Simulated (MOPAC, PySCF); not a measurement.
CH4Si3, SMILES `C=[si]1[siH][siH]1`, neutral singlet in the gas phase. 

Cartesian coordinates (Å):
SMILES: [siH]1[siH][si]1=C
```xyz
8

C      2.1013    -0.2726     0.0081
Si     0.4133    -0.0531     0.0024
Si    -1.6839    -0.6980     0.5596
Si    -1.4457     1.1053    -0.5697
H      2.7644     0.4321    -0.4754
H      2.5589    -1.1227     0.4957
H     -2.6130    -1.6558     1.2152
H     -2.0952     2.2648    -1.2359
```
Charge 0, spin multiplicity 1.

All levels are single points at this geometry (B3LYP-D3(BJ)/def2-TZVP); Pople sets use spherical d functions. Orbital energies aren't observables, and empty levels follow the basis.

BP86/6-31G* in PySCF gives gap (eV) = 1.85.

Q: Estimate the gap (eV) from each of these levels: B3LYP-D3(BJ)/def2-TZVP in PySCF; PBE-D3(BJ)/def2-TZVP in PySCF; B3LYP/6-31G* in PySCF; B3LYP/LANL2DZ in PySCF; M06-2X/6-31G* in PySCF; PBE/6-31G* in PySCF; SVWN5/6-31G* in PySCF; HF/6-31G* in PySCF; HF/STO-3G in PySCF; AM1 in MOPAC; PM3 in MOPAC; PM6 in MOPAC.

A: 
| level | gap (eV) |
|---|---|
| B3LYP-D3(BJ)/def2-TZVP in PySCF | 3.09 |
| PBE-D3(BJ)/def2-TZVP in PySCF | 1.85 |
| B3LYP/6-31G* in PySCF | 3.08 |
| B3LYP/LANL2DZ in PySCF | 3.08 |
| M06-2X/6-31G* in PySCF | 4.97 |
| PBE/6-31G* in PySCF | 1.84 |
| SVWN5/6-31G* in PySCF | 1.82 |
| HF/6-31G* in PySCF | 7.95 |
| HF/STO-3G in PySCF | 9.58 |
| AM1 in MOPAC | 6.06 |
| PM3 in MOPAC | 4.88 |
| PM6 in MOPAC | 5.79 |
